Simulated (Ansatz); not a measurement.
C2H7InSn (`[CH3][SnH]1[CH2][InH]1`). Charge 0, multiplicity 1. Sn, In takes the def2 core potential. Geometry: relaxed with PBE0-D4/def2-TZVP.

```xyz
11

C    -1.331    1.606    0.370
Sn   -0.622   -0.424    0.461
C     1.547   -0.541   -0.006
In    0.642   -1.872   -1.463
H    -0.899    2.170    1.198
H    -2.418    1.630    0.443
H    -1.027    2.059   -0.573
H    -0.941   -1.061    2.027
H     2.239   -0.958    0.726
H     1.965    0.372   -0.437
H     0.845   -2.981   -2.746
```

What is the dipole moment at PBE/def2-TZVPP? (An estimate is asked.)

Computed: 1.06 D, with components (0.48, 0.07, -0.94) D in this frame, pointing from negative to positive charge.

And with r2SCAN, B3LYP, ωB97M-V? (Estimate.)

Computed: r2SCAN 1.11 D, B3LYP 1.11 D, ωB97M-V 1.23 D.

Give the Mulliken charges with PBE, ωB97M-V, B3LYP in def2-TZVPP. (An estimate is asked.)

Ansatz gave: 
```csv
atom,PBE,ωB97M-V,B3LYP
C1,-0.55,-0.59,-0.57
Sn2,0.44,0.44,0.53
C3,-0.61,-0.69,-0.67
In4,0.35,0.33,0.38
H5,0.12,0.14,0.12
H6,0.12,0.14,0.12
H7,0.11,0.13,0.11
H8,-0.13,-0.11,-0.15
H9,0.11,0.14,0.12
H10,0.11,0.14,0.11
H11,-0.09,-0.06,-0.10
```

B3LYP here is the variant with VWN-RPA as its local correlation; programs differ in this.
